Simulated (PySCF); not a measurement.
# Diatomics of Sb with the fourth-period p block

CCSD(T) with double-zeta basis sets in PySCF, for the lowest determinant that a PBE0 search found; no spin–orbit coupling. De refers to high-spin ground-configuration atoms.

```
 M       basis  reference, frozen orbitals  state (unpaired electrons)  Re (Å)  ωe (cm⁻¹)  De (eV)
Ga  cc-pVDZ-PP                      UHF, 8              triplet (π ↑↑)   2.813        172     1.33
Ge  cc-pVDZ-PP                      UHF, 8               doublet (π ↑)   2.497        267     2.02
Br  cc-pVDZ-PP                      UHF, 8              triplet (π ↑↑)   2.540        248     2.11
```

The shortest bond is that of GeSb (2.497 Å), the longest that of GaSb (2.813 Å).

The state changes along the series, so neighbouring rows are not always alike in their bonding.

Correlated steps freeze 8 core orbitals. Correlated levels converge slowly with the basis: in double zeta they bind strong bonds too weakly, by up to about 1 eV, and carry superposition errors of some tenths. Spin–orbit coupling is left out, which matters for elements this heavy, above all for dissociation energies. States were picked by a PBE0 search and need not be the measured ground states.
